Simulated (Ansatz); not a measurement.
**Ligand exchange: BBrF2 + GeH3(CH3) → BHF2 + GeH2(CH3)Br**

Species: BBrF2 `FB(F)Br`, singlet; GeH3(CH3) (methyl germane), singlet; BHF2 `FBF`, singlet; GeH2(CH3)Br, singlet. The partners trade Br for H: B–Br and Ge–H bonds give way to B–H and Ge–Br.

Shapes, held fixed at every level: PBE0-D4/def2-TZVP. Programs: Ansatz 0.2.0. The zero-point and thermal change to 298 K, harmonic and unscaled (PBE0-D4/def2-TZVP), is +4.6 kJ/mol.

```
                level                    kind  ΔH(298 K) (kJ/mol)  less CCSD(T)/def2-TZVPP  CPU time (sum over the molecules)
     SPW92/def2-TZVPP                     LDA                -7.9                    +14.8                              9.5 s
 r2SCAN-D4/def2-TZVPP                meta-GGA               -18.9                     +3.8                               38 s
r2SCAN0-D4/def2-TZVPP           global hybrid               -22.5                     +0.2                               41 s
   wB97M-V/def2-TZVPP  range-separated hybrid               -23.7                     -1.0                               81 s
   wB97X-V/def2-TZVPP  range-separated hybrid               -24.6                     -1.9                               60 s
       MP2/def2-TZVPP     perturbation theory               -25.6                     -2.9                                  –
     CCSD(T)/def2-SVP   coupled cluster or CI               -11.9                    +10.8                               30 s
   CCSD(T)/def2-TZVPP   coupled cluster or CI               -22.7                      0.0                            7.2 min
```

The highest level, CCSD(T)/def2-TZVPP, gives ΔH(298 K) = -22.7 kJ/mol; the levels span -25.6 to -7.9. The column of differences is taken from that level and isn't an error. No measured value is set beside it here. Relativity is left out for Br, Ge. Outer-core shells of Br, Ge are correlated, in sets that cover them unevenly. Times are processor times on shared x86 and Arm servers, and rough.
